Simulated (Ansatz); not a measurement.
Born–Oppenheimer molecular dynamics of CH₄AlNO (8 atoms, charge 0, multiplicity 1). It starts at the highest image of a converged band. Of that band: The profile has 2 maxima (images 3, 6) with wells between them (image 4): this band takes more than one step, which may be the mechanism or a detour left from its start path. Neighbouring images differ by up to 1.9 eV, so the band resolves the path poorly. A vibrational analysis at the climbing image gives one clearly imaginary mode, 1413i cm⁻¹: a first-order saddle point.

Theory: RKS B3LYP/def2-SVP (Ansatz).

```
ensemble                      : NVE (velocity Verlet)
time step                     : 0.5 fs
steps asked                   : 200
starting velocities drawn for : 100 K
seed                          : 3986
```

First frame:

```xyz
8
Properties=species:S:1:pos:R:3
N -1.219 1.189 0.337
C -0.008 1.467 0.038
Al 1.301 -0.078 -0.088
O 0.128 -1.552 0.090
H -1.339 0.166 0.469
H 0.220 2.540 -0.111
H 1.426 -1.792 -0.195
H -0.509 -1.940 -0.539
```

Task: How far do the bonds stretch over the last three quarters of this one trajectory? (Pairs bonded in most of those frames.)

Result: 
```csv
bond,mean (Å),spread (Å),shortest,longest
N1–C2,1.288,0.009,1.27,1.30
N1–H5,1.037,0.011,1.02,1.06
C2–Al3,2.145,0.092,1.97,2.26
C2–H6,1.126,0.010,1.10,1.14
O4–H7,0.990,0.065,0.88,1.08
O4–H8,0.978,0.030,0.92,1.04
```

Mean temperature of the second half: 570 K. The conserved energy stayed within 0.66 meV per atom of its start (net change -0.21 meV per atom), so the integration is sound. The system heated up, since it started high on the potential surface and ran downhill. A run of 0.1 ps of so small a system gives no equilibrium averages. The orbitals stay closed-shell, which can raise the energy where a bond breaks towards radicals; this wasn't checked here.

Run time: 15 min on 1 thread of Arm Neoverse N1, with other jobs on the host, peak memory 0.15 GiB.
